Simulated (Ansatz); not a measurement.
Consider the substitution at a C–S bond: `C[S][Zn][S]C` + `SB(Cl)Cl` → `CSB(Cl)Cl` + `C[S][Zn][SH]`.

Calculated with Ansatz (gas phase, PBE0-D4/def2-TZVP geometries, no zero-point term in ΔE). CBS: MP2 limit from def2 TZ/QZ plus the TZ coupled-cluster correction, frozen cores. DFT in def2-TZVPP. B3LYP here is the variant with VWN-RPA as its local correlation; programs differ in this. For Zn outer-core shells are correlated without core-valence functions, which leaves a few kJ/mol of doubt a bond. Scalar relativity is left out up to krypton. One conformer a species, not always the lowest.

`C[S][Zn][S]C`:

Cartesian coordinates in Å:
```
C -0.871 2.692 0.474
S 0.607 1.954 1.249
Zn 0.992 0.248 -0.019
S 1.408 -1.452 -1.288
C 0.479 -2.790 -0.466
H -0.673 3.012 -0.548
H -1.719 2.010 0.490
H -1.122 3.570 1.069
H 0.648 -3.688 -1.060
H 0.842 -2.970 0.544
H -0.590 -2.586 -0.445
```

`SB(Cl)Cl`:

Z-matrix (Å, degrees):
```
B
S 1 1.787
Cl 1 1.747 2 122.7
Cl 1 1.746 2 117.5 3 -180.0
H 2 1.343 1 96.3 3 -0.1
```

`CSB(Cl)Cl`:

Cartesian coordinates in Å:
```
C -0.859 -0.266 -0.953
S 0.909 -0.418 -0.612
B 1.097 0.255 1.021
Cl -0.238 0.886 1.960
Cl 2.710 0.274 1.698
H -1.439 -0.838 -0.231
H -1.015 -0.672 -1.951
H -1.165 0.778 -0.932
```

`C[S][Zn][SH]`:

Cartesian coordinates in Å:
```
C -0.612 -1.345 0.849
S -0.520 -1.073 -0.953
Zn 0.615 0.758 -1.085
S 1.776 2.579 -1.236
H -1.184 -2.262 0.989
H -1.132 -0.533 1.354
H 0.375 -1.483 1.287
H 0.681 3.359 -1.205
```

```tsv
level	ΔE (kJ/mol)
B3LYP-D4	-22.5
B3LYP	-20.5
CCSD(T)/def2-TZVPP	-23.9
MP2/def2-QZVPP	-25.1
```

Task: What does CCSD(T)/CBS give? (Estimate.)

Result: Ansatz gave: -24.2 kJ/mol. The listed levels differ from it by 1.7, 3.7, 0.3, -0.9 kJ/mol.

Largest T1 diagnostic among the species: 0.014.

From BLYP to BHLYP (50 % exact exchange), in def2-TZVPP and without D4, ΔE moves by −3.7 kJ/mol. Leaving LDA and LC-ωPBE aside and taking each functional with its dispersion term where it has one, the values, not all of them listed here, spread over 3.6 kJ/mol, from r2SCAN0-D4 to BLYP-D4. LDA lies −4.6 kJ/mol from PBE without D4.
